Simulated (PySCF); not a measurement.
From computed data to an observable: chemical shift, span and skew from a shielding tensor

H8N2Si2, SMILES N[SiH2][SiH2]N. Atoms are numbered in the order given.

```xyz
12

Si     1.0989    -0.3082    -0.6574
N      1.6560     0.9451     0.4016
Si    -1.0539    -0.6987     0.1846
N     -1.6519     0.9089     0.5404
H      1.9856    -1.5132    -0.5918
H      1.0233     0.0586    -2.1179
H      0.9364     1.5358     0.8083
H      2.5223     1.4480     0.2509
H     -1.9001    -1.5253    -0.7451
H     -1.0089    -1.4266     1.4906
H     -1.7727     1.5465    -0.2410
H     -2.4436     0.9943     1.1708
```
Charge 0, spin multiplicity 1.

Geometry: PBE0-D3(BJ)/def2-SVP. Other conformers were not sampled.

GIAO shieldings from PBE/pcSseg-1 (PySCF), non-relativistic, no solvent. The symmetric part of the tensor of N2 has the principal values 238.9, 248.1, 308.0 ppm. The same nucleus in NH3 has σ = 267.0 ppm at this level (PySCF, at its B3LYP-D3(BJ)/def2-TZVP geometry).

**Question.** Work out the isotropic shielding, the ¹⁵N shift against NH3, the span and the skew.

**Answer.** 
σ(iso) = (σ11 + σ22 + σ33)/3 = 265.0 ppm. δ = σ(ref) − σ(iso) = 267.0 − (265.0) = 2.0 ppm.
Span Ω = σ33 − σ11 = 69.1 ppm. Skew κ = 3(σ(iso) − σ22)/Ω = 0.73. Tumbling in solution averages the tensor to δ; in a static solid the shielding alone would spread this spin-1/2 line over Ω.
